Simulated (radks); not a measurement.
Problem. The mean radii <r> (bohr) of the occupied orbitals of an atom or ion are listed with their occupations. Method: scalar-relativistic Kohn-Sham, PBE, spin-unpolarised, spherical densities, point nucleus; computed with a radial shooting solver on a logarithmic mesh with Libxc functionals.

| orbital | occ. | <r> |
|---|---|---|
| 1s | 2 | 0.03425 |
| 2s | 2 | 0.1466 |
| 2p | 6 | 0.1273 |

Name the element and its charge.

Solution. Z = 43, technetium, charge +33: Tc33+ in [Ne]. The 1s radius gives Z: for a bare nucleus <r> = (2 gamma + 1)/(2Z) with gamma = sqrt(1 - (Z/c)^2), 0.03371 bohr for Z = 43, and screening makes it slightly larger (0.03425 here). The occupations add up to 10, and the charge is Z minus that.
